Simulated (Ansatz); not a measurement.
System: sum formula BNH, charge 0, multiplicity 2. It need not be the lowest isomer of its formula. SMILES: [N]=B
Geometry from a B3LYP-D3(BJ)/def2-TZVP (Ansatz, a first-principles code) optimisation:
```xyz
3

B      0.0000     0.0000    -0.6130
N      0.0000     0.0000     0.6925
H      0.0000     0.0000    -1.7820
```
Charge 0, spin multiplicity 2.

Computed values are from Ansatz. Cores are frozen in the correlated levels unless marked. UHF or UKS for open shells. No spin-orbit coupling. No relativistic terms. CBS(X,Y): correlation extrapolated as X^-3; Hartree-Fock from the larger set.

The atomisation energy De is 900.2 kJ/mol at CCSD(T)/CBS(aug-cc-pVTZ,aug-cc-pVQZ) and the vertical ionisation energy (to the triplet) is 11.44 eV at CCSD(T)/CBS(aug-cc-pVTZ,aug-cc-pVQZ). The total energy is -79.9748 Eh at CCSD(T)/CBS(aug-cc-pVTZ,aug-cc-pVQZ). The dipole moment comes out as 2.71 D at CCSD(T)/aug-cc-pVDZ. The T1 diagnostic comes out as 0.024 at CCSD/aug-cc-pVQZ.
